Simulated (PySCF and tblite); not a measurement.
The numbers below are computed, except where a source is named.
System: C₉H₁₁F, numbered as in [CH3:1][C:2]1=[CH:3][CH:4]=[CH:5][CH:6]=[C:7]([CH2:8][F:9])[CH2:10]1.

For the shift of H on C10 from C10 to C4: electronic barrier 40.71 kcal/mol, zero-point change -3.14 kcal/mol, thermal and entropy terms at 400 K a further 0.36 kcal/mol (symmetry numbers apart). The minimum is C1, the saddle C1. The path came from a restrained scan, a climbing-image band and a saddle search at GFN2-xTB; energies are B3LYP/pcSseg-1 + D3(BJ), IEF-PCM chloroform//GFN2-xTB, thermal terms GFN2-xTB. Rates follow Eyring's equation with the number of equivalent paths and no tunnelling. Programs: tblite and PySCF.

How many equivalent paths lead out of the minimum?

1: the symmetry number of the minimum is 1, that of the saddle displaced along its mode 1.

Work out the rate at 400 K.

ΔG‡ = 37.93 kcal/mol; k_B T/h = 8.3×10¹² s⁻¹; exp(−ΔG‡/RT) = 1.9×10⁻²¹; times 1 gives k = 1.6×10⁻⁸ s⁻¹.

Tunnelling of the moving H, left out here, will speed the real process. DFT energies on a tight-binding saddle of a bond shift can be off by several kcal/mol.
